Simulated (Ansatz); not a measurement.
Spin states of the cluster Se₂S⁺, each relaxed with PBE0-D4/def2-TZVP in Ansatz. Electronic energies in the gas phase.

Correlated methods freeze 23 core orbitals; core or outer-core shells of Se are correlated, in sets that lack core-valence functions. The structure comes from a short search, and lower isomers may exist.

Doublet geometry (Cs within 0.1 Å):

```xyz
3

S    -1.005   -0.043    0.777
Se    0.353   -1.095   -0.515
Se    0.652    1.138   -0.263
```

Quartet geometry (Cs within 0.1 Å):

Cartesian coordinates in Å:
```
S 0.518 1.379 0.069
Se 0.279 -0.540 0.971
Se -0.797 -0.839 -1.040
```

⟨S²⟩: doublet 0.75 at PBE0-D4/def2-TZVP (pure 0.75), quartet 3.76 at PBE0-D4/def2-TZVP (pure 3.75).

Only these spin states were relaxed. The quartet has other bonds than the doublet, so the gap mixes isomer and spin.

**Question.** Estimate which spin state lies lowest at each of these levels, and by how much: HF/STO-3G; HF/def2-TZVPP; r2SCAN-D4/def2-TZVP; PBE0-D4/def2-TZVP; B2PLYP/def2-TZVP; MP2/def2-TZVP; MP2/def2-TZVPP; CCSD(T)/def2-TZVPP.

**Answer.** 
| level | quartet − doublet (kJ/mol) | lowest of these |
| --- | --- | --- |
| HF/STO-3G | -36.1 | quartet |
| HF/def2-TZVPP | 1.9 | tie |
| r2SCAN-D4/def2-TZVP | 66.4 | doublet |
| PBE0-D4/def2-TZVP | 73.6 | doublet |
| B2PLYP/def2-TZVP | 74.6 | doublet |
| MP2/def2-TZVP | 92.6 | doublet |
| MP2/def2-TZVPP | 92.9 | doublet |
| CCSD(T)/def2-TZVPP | 79.2 | doublet |
